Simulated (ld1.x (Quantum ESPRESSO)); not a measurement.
# Before and after: TM potential for Zr (Z = 40)

| Quantity | Value |
| --- | --- |
| Element | zirconium (Zr) |
| Generator | ld1.x (Quantum ESPRESSO) 7.5 |
| Type | norm-conserving Troullier–Martins (Kleinman–Bylander form) |
| Functional | LDA (PZ) |
| Relativity | fully relativistic |
| Frozen core | [Kr] |
| Valence charge | 4 |
| Reference configuration | 4d2 5s1 5p1 |
| Partial waves | 5p (bound): rc 3.85 bohr; 4d (bound): rc 2.80 bohr; 5s (bound): rc 2.80 bohr |
| Local potential | the s channel |
| Core correction | Bessel-smoothed model core inside 1.95 bohr |

Open shells are filled in proportion to 2j + 1 (rel_dist='average').

All-electron outer shells of the reference configuration (LDA (PZ), scalar-relativistic, ld1.x):

| shell | level (eV) | outermost node (bohr) | outermost maximum (bohr) |
| --- | --- | --- | --- |
| 4s | -55.75 | 0.55 | 1.08 |
| 4p | -33.73 | 0.56 | 1.17 |
| 5s | -5.34 | 1.46 | 3.08 |
| 4d | -4.80 | 0.58 | 1.61 |
| 5p | -2.14 | 1.69 | 4.00 |

Change: scalar-relativistic.

Cutoffs: the cutoffs (Ry, on a coarse ladder) from which the occupation-weighted sum of valence levels, in a spherical-Bessel basis at the reference potential, stays within 10 and 1 mRy of its value at 400 Ry; they do not see the model core or the augmentation charge, which bear on the density cutoff. Errors are all-electron minus pseudo energies relative to the spin-unpolarised reference configuration.

Question: How do hardness, ghosts and transferability respond?

Answer: The potential gets neither clearly harder nor softer (21 Ry and 25 Ry → 21 Ry and 25 Ry); the number of tests with a reliable result goes from 7 to 9; of the 7 tests that both files solve, the error grows in 2 and shrinks in 0 by more than 15 % and 0.3 meV (median size 4.0 → 4.3 meV); neither file shows a bound ghost.

| quantity | base | changed |
| --- | --- | --- |
| cutoff, loose | 21 Ry | 21 Ry |
| cutoff, tight | 25 Ry | 25 Ry |
| bound ghosts | none | none |
| error for 4d2 5s2 5p0, meV [ΔE -3.11 eV] | -3.0 | -2.8 |
| error for 4d2 5s1 5p0, meV [ΔE 4.24 eV] | -2.0 | -2.8 |
| error for 4d2 5s0 5p0, meV [ΔE 17.48 eV] | -20 | -22 |
| error for 4d2 5s0 5p2, meV [ΔE 3.28 eV] | -4.0 | -4.3 |
| error for 4d1 5s2 5p1, meV [ΔE -0.05 eV] | -103 | -101 |
| error for 4d1 5s2 5p0, meV [ΔE 4.71 eV] | -68 | -67 |
| error for 4d2 5s0 5p1, meV [ΔE 8.05 eV] | -3.2 | -4.1 |
| s: phases at 4.18 bohr within 0.05 rad from the reference energy up to (Ry; the scan ends near 5) | 0.9 | 0.9 |
